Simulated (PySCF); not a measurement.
CH9AlO2Si2, triplet, at the geometry of the source list (a higher spin typed on purpose: for a closed-shell molecule this is an excited state) (in this run its highest filled SCF level lies above zero, so its values depend strongly on the basis, on diffuse functions most of all). Base run: PBE0/STO-3G (PySCF).

The PySCF input:
```python
from pyscf import gto, scf, dft

mol = gto.M(
    atom='''
Al    0.23320000    0.34140000    0.33050000
C     1.06240000    1.71050000    1.50460000
H     1.71880000    1.27540000    2.25640000
H     0.28880000    2.28290000    2.01720000
H     1.64360000    2.42470000    0.92000000
O    -0.89230000    0.82120000   -0.81940000
Si   -1.96860000    1.22190000   -1.97150000
H    -3.29470000    0.88970000   -1.44550000
H    -1.65000000    0.45990000   -3.18450000
H    -1.81570000    2.66310000   -2.18920000
O     0.60780000   -1.29360000    0.44710000
Si    0.94690000   -2.88110000    0.51610000
H    -0.28510000   -3.57150000    0.90400000
H     1.99350000   -3.05390000    1.52560000
H     1.41140000   -3.29080000   -0.81140000
''',
    basis='sto-3g',
    spin=2,
    verbose=4,
)

mf = dft.UKS(mol)
mf.xc = 'pbe0'
mf.kernel()
```

Each row names what was changed in the base input (with any setting that the change needs).

```
change                                                                                                                  ΔE vs base (mEh)  fitting functions  dipole (D)                outcome
----------------------------------------------------------------------------------------------------------------------  ----------------  -----------------  ----------  ---------------------
base                                                                                                                               0.000                  -        2.04              converged
auxbasis = cc-pvqz-jkfit                                                                                                          -0.577               1221        2.04              converged
auxbasis = even-tempered beta=1.6                                                                                                 -5.654                615        2.06              converged
auxbasis = cc-pvdz-jkfit                                                                                                          -0.599                753        2.04              converged
exchange = seminumerical (SGX) (with mf = sgx.sgx_fit(mf, auxbasis='def2-universal-jfit'); with mf.with_df.dfj = True)                 -                  -           -  cut at the time limit
auxbasis = def2-tzvp-ri                                                                                                          -23.014                702        2.04              converged
auxbasis = cc-pvtz-jkfit                                                                                                          -0.618                870        2.04              converged
auxbasis = even-tempered beta=2.0                                                                                                 -6.286                436        2.06              converged
auxbasis = def2-universal-jkfit                                                                                                   -2.776                775        2.04              converged
auxbasis = even-tempered beta=3.0                                                                                                -22.216                279        2.06              converged
```

A fitting set is made for a task (jfit for Coulomb, jkfit for Coulomb and exchange, ri for correlation) and for a family of orbital bases.

Open shells are given as the SCF converged; they aren't shown to be the lowest states, and a large step between rows can be another state.
